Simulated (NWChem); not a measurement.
Atomisation of C₃H₁₀Si

```xyz
14

C     -0.0282     2.3141     0.0000
C      0.6578     0.9400     0.0000
Si    -0.5234    -0.5446     0.0000
C      0.4189    -2.1823     0.0000
H      0.7057     3.1371     0.0000
H     -0.6691     2.4476    -0.8873
H     -0.6691     2.4476     0.8873
H      1.3196     0.8443     0.8804
H      1.3196     0.8443    -0.8804
H     -1.4086    -0.4744    -1.2061
H     -1.4086    -0.4744     1.2061
H      1.0615    -2.2705     0.8913
H     -0.2765    -3.0372     0.0000
H      1.0615    -2.2705    -0.8913
```
Charge 0, spin multiplicity 1.

The numbers come from NWChem runs, not from measurements. All single points use one geometry, from B3LYP/def2-SVP, a minimum by its harmonic frequencies. It is one conformer; others weren't searched.

Basis set: def2-TZVP. The atomisation energy is electronic alone: no zero-point, thermal, spin-orbit or counterpoise terms. No value is extrapolated to the basis-set limit. Free atoms are single determinants with multiplicities C 3, Si 3, H 2. Correlated methods freeze the same cores in atoms and molecule, 8 orbitals in all.

```csv
method,atomisation energy (kcal/mol),relative cost
MP2,1181.9,3
M06-2X,1219.2,under 3
HF,939.8,under 3
PBE,1225.2,under 3
B3LYP,1214.4,under 3
TPSS,1232.1,under 3
CAM-B3LYP,1222.8,7
PBE0,1218.3,1
```

The values span 292.3 kcal/mol, from HF (lowest) to TPSS (highest). Relative cost: rough, from shared machines, SCF included, PBE0 = 1. Costs are the molecule's.

B3LYP has NWChem's definition, with VWN1-RPA local correlation. GW and range-separated runs recompute their integrals, the others keep them in memory, which bears on the times. The structure started from a generated list of species. The stability of the SCF solutions was not checked. Open-shell Hartree-Fock references start from PBE0 orbitals; any time given for them includes that run.
